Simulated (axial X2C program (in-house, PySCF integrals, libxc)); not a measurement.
# Potential curves of InTe⁺, spin-free

All values were computed with an axial X2C code built on PySCF integrals. Spin-free means the one-electron spin-free X2C Hamiltonian. Basis: Te dyall-v2z [9s9p7d], In dyall-v2z [9s10p7d] (cores contracted in-house); Gaussian nuclei, density fitting, unrestricted open shells. Masses: Te 129.906 u, In 114.904 u.

State: M_S = 1, Λ = 0 (beyond evenly filled blocks: π+α, π-α). Energies in eV from the fragments at the same level (Te + In+). Fits are polynomials in 1 − R0/R over 0.85 to 1.23 times the lowest point R0.

```tsv
R (Å)	LDA	B97-3	MP2
2.9067	-0.8109	-0.2880	-0.2808
3.0403	-0.9352	-0.4772	-0.4607
3.1405	-0.9794	-0.5644	-0.5423
3.2408	-0.9941	-0.6175	-0.5909
3.3410	-0.9866	-0.6450	-0.6146
3.4579	-0.9588	-0.6536	-0.6197
3.5749	-0.9164	-0.6440	-0.6076
3.7252	-0.8504	-0.6149	-0.5758
3.9090	-0.7609	-0.5640	-0.5232
4.1763	-0.6315	-0.4789	-0.4379
```

Correlated methods: 28 electrons correlated (number of frozen shells: Te 4 s, 3 p, 1 d; In 4 s, 3 p, 1 d), 122 virtual spin orbitals or spinors in MP2.

The state is one determinant whose occupation by symmetry is held fixed; it was picked as the lowest of a PBE0 search that is not exhaustive. De is counted from the lowest determinant-based energies of the atoms at the same level, without counterpoise correction. PBE0 can misorder states that lie within some tenths of an eV, so this need not be the ground state of the molecule. The nearest other spin-free determinant of the search, M_S = 1, Λ = 1, lies 0.48 eV up at the distance of the search. The functionals have no current-density term, which raises determinants with orbital currents, atoms included. At some level and bond length an empty orbital lies below a filled one. Spin-free De lacks the spin–orbit lowering of the heavy p-block atom, a tenth of an eV or more for 4p and 5p, up to an eV for 6p and one to two eV for 7p atoms, less what an open-shell molecule gains itself. MP2 and coupled cluster on one determinant become unreliable at the stretched end.

**Question.** What are Re, ωe and De at the LDA level?

**Answer.** At LDA, spin-free: Re = 3.252 Å, ωe ≈ 96.4 cm⁻¹, De = 0.99 eV to Te + In+; Be follows as 0.0261 cm⁻¹.

**Question.** Fit the B97-3 curve near its minimum: give the equilibrium distance, the harmonic wavenumber and the well depth.

**Answer.** At B97-3, spin-free: Re = 3.448 Å, ωe ≈ 77.2 cm⁻¹, De = 0.65 eV to Te + In+; Be follows as 0.0233 cm⁻¹.

**Question.** What are Re, ωe and De at the MP2 level?

**Answer.** At MP2, spin-free: Re = 3.428 Å, ωe ≈ 78.2 cm⁻¹, De = 0.62 eV to Te + In+; Be follows as 0.0235 cm⁻¹.
